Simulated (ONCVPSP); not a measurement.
calcium ONCV: all-electron and pseudo phase curves

Ca, optimised norm-conserving Vanderbilt (ONCV), made with ONCVPSP 4.0.1 (PBE, scalar-relativistic). Core [Ne] 3s2, reference 3p6 4s1.5 4p0.5. Waves: 4s: rc 3.35 bohr, ncon 4, nbas 8, qcut 1.6 1/bohr, 2 projectors, debl 1 Ha; 3p+4p: rc 2.05 bohr, ncon 4, nbas 8, qcut 8.4 1/bohr, 2 projectors; d scattering state at 0.36 Ha: rc 2.05 bohr, ncon 4, nbas 9, qcut 5.1 1/bohr, local. Local part: the d channel. Core correction: polynomial model core, fcfact 0.65.

In the d channel the program set the typed energies aside and used -0.092 Ha.

The phase is arctan(r·R′/R) of the radial function R(r), unwrapped; energies in Ha, scanned from -3 to 5 Ha. A pole is an energy at which the radial function vanishes at the test radius. The pseudo phase is shifted by a multiple of π to meet the all-electron one at the reference energy, and phase errors are pseudo minus all-electron; the curves can meet again beyond the range given. Levels narrower than the energy grid can be missing from the lists of poles. Where the grid stepped over a known ghost or core level, its pole and its step of π were put in at the level’s energy.

| channel | radius (bohr) | reference energy (Ha) | poles, all-electron | poles, pseudo | unbroken range about the reference energy with phases within 0.05 rad | phase error 1 Ha above the reference energy (rad) |
| --- | --- | --- | --- | --- | --- | --- |
| s | 3.40 | -0.15 | -1.76, 0.47, 2.94 | 0.47, 2.31, 4.25 | -1.0 to 1.3 | -0.000 |
| p | 2.08 | -0.06 | -0.78, 3.99 | -0.78, 3.18 | below 0.9 | -0.048 |
| d | 2.08 | -0.09 | 0.42, 4.33 | 0.53 | -0.3 to 0.5 | +0.133 |

Note: ghosts flagged at negative energy: s at -28.1 eV; no localised positive-energy state flagged. A true bound ghost makes a file unfit for plane-wave use.

Phases in the d channel:

```json
{"E (Ha)": "-2.98", "all-electron": "1.322", "pseudo": "1.334"}
{"E (Ha)": "-2.54", "all-electron": "1.294", "pseudo": "1.310"}
{"E (Ha)": "-2.10", "all-electron": "1.255", "pseudo": "1.275"}
{"E (Ha)": "-1.66", "all-electron": "1.196", "pseudo": "1.222"}
{"E (Ha)": "-1.22", "all-electron": "1.088", "pseudo": "1.127"}
{"E (Ha)": "-0.78", "all-electron": "0.825", "pseudo": "0.889"}
{"E (Ha)": "-0.34", "all-electron": "-0.226", "pseudo": "-0.176"}
{"E (Ha)": "0.10", "all-electron": "-1.318", "pseudo": "-1.307"}
{"E (Ha)": "0.54", "all-electron": "-1.634", "pseudo": "-1.573"}
{"E (Ha)": "0.98", "all-electron": "-1.858", "pseudo": "-1.703"}
{"E (Ha)": "1.42", "all-electron": "-2.264", "pseudo": "-1.813"}
{"E (Ha)": "1.86", "all-electron": "-3.442", "pseudo": "-1.957"}
{"E (Ha)": "2.30", "all-electron": "-4.220", "pseudo": "-2.227"}
{"E (Ha)": "2.74", "all-electron": "-4.457", "pseudo": "-2.911"}
{"E (Ha)": "3.18", "all-electron": "-4.567", "pseudo": "-3.860"}
{"E (Ha)": "3.62", "all-electron": "-4.635", "pseudo": "-4.275"}
{"E (Ha)": "4.06", "all-electron": "-4.685", "pseudo": "-4.449"}
{"E (Ha)": "4.50", "all-electron": "-4.728", "pseudo": "-4.543"}
{"E (Ha)": "4.94", "all-electron": "-4.772", "pseudo": "-4.604"}
```
